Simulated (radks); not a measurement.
Species: Cd3+. Configuration: [Kr] 4d9. Calculated with a radial shooting solver on a logarithmic mesh with Libxc functionals: scalar-relativistic Kohn-Sham, B86b exchange with PBE correlation, spin-polarised, spherical densities, point nucleus; open shells are filled with parallel spins first (spin-orbit coupling, left out, can overturn this in heavy ions). Some entries of the table are withheld. Estimate them.

orbital  occ.  eigenvalue (hartree)  <r> (bohr)  <1/r> (bohr^-1)
1s down     1             -976.2588     0.03040            50.64
1s up       1             -976.2588     0.03040            50.64
2s up       1             -146.0710      0.1316            11.52
2s down     1             -146.0629      0.1316            11.52
2p up       3             -131.1998      0.1149            11.11
2p down     3             -131.1937      0.1149            11.11
3s up       1             -28.30481      0.3583            4.063
3s down     1             -28.30098      0.3582            4.063
3p up       3             -23.42714      0.3570            3.870
3p down     3             -23.42272      0.3570            3.870
3d up       5             -15.79653      0.3347            3.642
3d down     5             -15.78947      0.3346            3.642
4s up       1              -5.21392      0.8759            1.577
4s down     1              -5.18388      0.8756            1.578
4p up       3              -3.77448      0.9522            1.426
4p down     3              -3.74378      0.9522            1.426
4d up       5              -1.69908       1.195              (1)
4d down     4              -1.66970       1.199              (2)

Answer. 
(1) 4d up <1/r> (bohr^-1): 1.112
(2) 4d down <1/r> (bohr^-1): 1.109
